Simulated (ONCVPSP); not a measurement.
**Varying the ONCV potential for indium**

Base potential:

In (Z = 49), optimised norm-conserving Vanderbilt (ONCV), made with ONCVPSP 4.0.1 (PBE, scalar-relativistic). Core [Kr], reference 4d10 5s2 5p0.5 (charge +0.5). Waves: 5s: rc 2.10 bohr, ncon 4, nbas 8, qcut 2.5 1/bohr, 2 projectors, debl 1.3 Ha; 5p: rc 2.80 bohr, ncon 4, nbas 8, qcut 2.6 1/bohr, 2 projectors, debl 1.9 Ha; 4d: rc 1.75 bohr, ncon 4, nbas 9, qcut 7.1 1/bohr, 2 projectors, debl 2.7 Ha. Local part: polynomial inside 1.35 bohr (lpopt 5, dvloc0 4 Ha). Core correction: Teter function, fcfact 4.75, rcfact 1.7.

All-electron outer shells of the reference configuration (PBE, scalar-relativistic, ld1.x):

```csv
shell,level (eV),outermost node (bohr),outermost maximum (bohr)
4s,-123.15,0.41,0.77
4p,-81.62,0.42,0.82
4d,-22.11,0.40,0.94
5s,-11.39,1.02,2.13
5p,-5.31,1.14,2.74
```

Cutoffs, loose and tight: the cutoffs (Ha) at which the residual kinetic energy of the hardest occupied pseudo-wave falls to 1 and 0.1 mHa per electron. They do not see the model core or the augmentation charge, which bear on the density cutoff. Test errors are all-electron minus pseudo excitation energies from the reference, over the configurations 4d10 5s2 5p1; 4d10 5s2 5p0; 4d10 5s1 5p0; 4d9 5s2 5p2. A dash means not determined; rows that change the core or the reference have their own tests.

```tsv
change	outcome	cutoff, loose	cutoff, tight	bound ghosts	GHOST(+) flags above zero	largest test error (meV)
base	generated	24 Ha	66 Ha	none	s, p	-96
core correction Teter function, fcfact 3.4, rcfact 1.7	generated	24 Ha	66 Ha	none	s, p	-86
core correction Teter function, fcfact 4.3, rcfact 1.7	generated	24 Ha	66 Ha	none	s, p	-93
core correction Teter function, fcfact 5.6, rcfact 1.7	generated	24 Ha	66 Ha	none	s, p	-101
core correction Teter function, fcfact 6.7, rcfact 1.7	generated	24 Ha	66 Ha	none	s, p	-107
core correction Teter function, fcfact 7.4, rcfact 1.7	generated	24 Ha	66 Ha	none	s, p	-111
```

Task: What comes out with this change to the base: core correction Teter function, fcfact 1.6, rcfact 1.7?

Result: outcome: generated; cutoff, loose: 24 Ha; cutoff, tight: 66 Ha; bound ghosts: none; GHOST(+) flags above zero: s, p; largest test error (meV): -66.

Task: What comes out with this change to the base: core correction Teter function, fcfact 2.4, rcfact 1.7?

Result: outcome: generated; cutoff, loose: 24 Ha; cutoff, tight: 66 Ha; bound ghosts: none; GHOST(+) flags above zero: s, p; largest test error (meV): -76.

Reading the sweep of the fcfact (base included, trends over the rows without a ghost): The loose cutoff stays near 24 Ha. The median size of the test errors (rows with all tests solved) rises from 7.1 meV at 1.6 to 37.8 meV at 7.4.
